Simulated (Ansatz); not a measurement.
Hf2S3, relaxed as a singlet with RKS r2SCAN-D4/def2-SVP in Ansatz, starting from the GFN1-xTB geometry. Force threshold 0.02 eV/Å.

In the def2 sets Hf takes a core potential; there is no spin–orbit coupling. The restricted singlet is unstable towards broken spin symmetry in Hartree–Fock (as tested in another run); at r2SCAN-D4/def2-SVP this wasn't settled. The relaxation made no stability test and no search for a lower SCF solution. No other spin state of charge 0 was run. The structure comes from a short search, and lower isomers may exist.

Start:

```xyz
5

Hf    1.0922    0.6802    0.6836
Hf   -1.1534   -0.6570   -0.6018
S     3.2709    1.3136    0.6876
S    -2.0170   -1.8246   -2.3452
S    -1.1927    0.4878    1.5758
```

| step | energy (eV) | largest force component (eV/Å) | SCF passes |
| --- | --- | --- | --- |
| 1 | -35109.6042 | 1.464 | 20 |
| 2 | -35109.6561 | 0.882 | 34 |
| 3 | -35109.8493 | 0.349 | 33 |
| 4 | -35110.0292 | 0.600 | 34 |
| 5 | -35110.1658 | 1.157 | 33 |
| 6 | -35110.4234 | 1.065 | 34 |
| 7 | -35110.7552 | 1.075 | 33 |
| 8 | -35111.0943 | 0.798 | 36 |
| 9 | -35111.3508 | 0.523 | 29 |
| 10 | -35111.5456 | 0.408 | 28 |
| 11 | -35111.7061 | 0.282 | 28 |
| 12 | -35111.8315 | 0.248 | 31 |
| 13 | -35111.9562 | 0.401 | 31 |
| 14 | -35112.1921 | 0.544 | 33 |
| 15 | -35112.5921 | 0.994 | 34 |
| 16 | -35113.2429 | 1.068 | 34 |
| 17 | -35113.7176 | 0.821 | 33 |
| 18 | -35113.8196 | 0.163 | 28 |
| 19 | -35113.8207 | 0.016 | 24 |

Force components are those of the run's own axes.

End:

```xyz
5

Hf    0.0112    1.2179   -0.3693
Hf   -0.0112   -1.2182    0.3693
S     2.0745    0.0445    0.2085
S    -0.8531   -0.5450   -1.8231
S    -1.2215    0.5008    1.6146
```

Bonds formed: Hf1–S4, Hf2–S3 (atoms count from 1).

No frequencies were taken in this run, so the end may be a saddle point.

It took 61 s on 4 threads of Intel Xeon Platinum 8259CL on a shared host.
